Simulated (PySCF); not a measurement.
## Calculated NMR parameters of C[C@H](F)C(F)=C(F)F

- Formula: C4H4F4
- SMILES: C[C@H](F)C(F)=C(F)F
- InChI: InChI=1S/C4H4F4/c1-2(5)3(6)4(7)8/h2H,1H3/t2-/m0/s1
- Point group of the computed structure: C1
- Degrees of unsaturation: 1
- Carbon signals: 4
- Proton signals: 2

Molfile (atoms numbered from 1):
```
C4H4F4
     RDKit          3D

 12 11  0  0  0  0  0  0  0  0999 V2000
   -1.4036   -0.3271   -0.5212 C   0  0  0  0  0  0  0  0  0  0  0  0
   -0.5512    0.5968    0.3393 C   0  0  2  0  0  0  0  0  0  0  0  0
   -0.3264    1.7741   -0.3419 F   0  0  0  0  0  0  0  0  0  0  0  0
    0.7738   -0.0183    0.7113 C   0  0  0  0  0  0  0  0  0  0  0  0
    0.8892   -0.3908    1.9990 F   0  0  0  0  0  0  0  0  0  0  0  0
    1.7966   -0.2160   -0.1129 C   0  0  0  0  0  0  0  0  0  0  0  0
    2.9595   -0.7475    0.2191 F   0  0  0  0  0  0  0  0  0  0  0  0
    1.7687    0.0927   -1.3973 F   0  0  0  0  0  0  0  0  0  0  0  0
   -0.8840   -0.5579   -1.4478 H   0  0  0  0  0  0  0  0  0  0  0  0
   -2.3409    0.1686   -0.7596 H   0  0  0  0  0  0  0  0  0  0  0  0
   -1.6104   -1.2463    0.0190 H   0  0  0  0  0  0  0  0  0  0  0  0
   -1.0700    0.8711    1.2670 H   0  0  0  0  0  0  0  0  0  0  0  0
  1  2  1  0
  2  3  1  0
  2  4  1  0
  4  5  1  0
  4  6  2  3
  6  7  1  0
  6  8  1  0
  1  9  1  0
  1 10  1  0
  1 11  1  0
  2 12  1  1
M  END
```

Computed data (PySCF): σ from GIAO-PBE0/pcSseg-1, coordinates at the GFN2-xTB level. No relativistic terms, in vacuum, one computed conformer, rapidly exchanging positions averaged.

Shifts are taken against calculated references (same method and geometry level): 1H and 13C against TMS; 19F against CFCl3.

| carbon | δC, type | δH (multiplicity) | HMBC from (2–3 bonds) | span of the C tensor (ppm) |
| --- | --- | --- | --- | --- |
| C1 | 22.7, CH3 | 1.65 (m) | H12 | 38 |
| C2 | 90.7, CH | 5.49 (m) | H9/H10/H11 | 73 |
| C4 | 141.6, C | – | H12, H9/H10/H11 | 74 |
| C6 | 167.9, C | – | H12 | 99 |

Other nuclei:
```json
{"atoms": "F7", "nucleus": "19F", "environment": "vinylic fluorine", "δ (ppm)": "-99.3", "σ (ppm)": "270.3"}
{"atoms": "F8", "nucleus": "19F", "environment": "vinylic fluorine", "δ (ppm)": "-119.6", "σ (ppm)": "290.6"}
{"atoms": "F5", "nucleus": "19F", "environment": "vinylic fluorine", "δ (ppm)": "-191.5", "σ (ppm)": "362.4"}
{"atoms": "F3", "nucleus": "19F", "environment": "fluorine on an sp3 carbon", "δ (ppm)": "-208.2", "σ (ppm)": "379.1"}
```

1. Carbon types of the structure: 2 × C, 1 × CH, 1 × CH3, which accounts for all hydrogens.
2. δC 167.9, 141.6: fully substituted alkene carbon.
3. δC 90.7: allylic sp3 CH bonded to F; pulled downfield by the heteroatom.
4. δC 22.7: methyl carbon; saturated and bonded to C and H only.
5. δH 5.49: hydrogen on an allylic sp3 CH bonded to F; its carbon carries F, which withdraws density.
6. δH 1.65: hydrogen on a methyl carbon.

Splittings by 19F in the carbon and heteronuclear signals aren't shown, as no couplings were computed. Shifts are as computed. Against solution values, carbons near 30 ppm lie about +3 ppm off and those near 130 ppm about +5 ppm. Of 1309 compounds with measured shifts, 239 miss one by over three times the rms of a fit or turn the order of signals round; such compounds aren't used in these exercises. Unscaled 19F shifts against computed CFCl3 carry errors that often reach 10 to 50 ppm. No couplings were computed; multiplicities are counted from neighbouring protons, with m where these are inequivalent, close in shift, in a saturated or five-membered ring or joined by F or P, and br s for small geminal =CH2 splittings.
